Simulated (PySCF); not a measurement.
CLiN, SMILES [Li][C][N] (connectivity only; charge and spin as stated), neutral, multiplicity 1. The structure is a stationary point at PBE-D3(BJ)/def2-TZVPD.

Calculation: PBE-D3(BJ)/def2-TZVPD (PySCF 2.14.0).

Harmonic wavenumbers (cm⁻¹): 165, 165, 628, 2157. Rotational constants (GHz): 11.40 (linear); symmetry number 1.

Q: Work out the zero-point energy and the ideal-gas rigid-rotor harmonic-oscillator thermochemistry at 298.15 K and 1 atm.

A: ZPE = ½ Σ hcν = ½ × 3115 cm⁻¹ = 18.63 kJ/mol. H − E(el) = 30.93 kJ/mol. Entropy in J/(mol K): translation 152.34, rotation 60.70, vibration 22.55, total 235.59. G − E(el) = -39.31 kJ/mol. Cp = 48.98 J/(mol K).
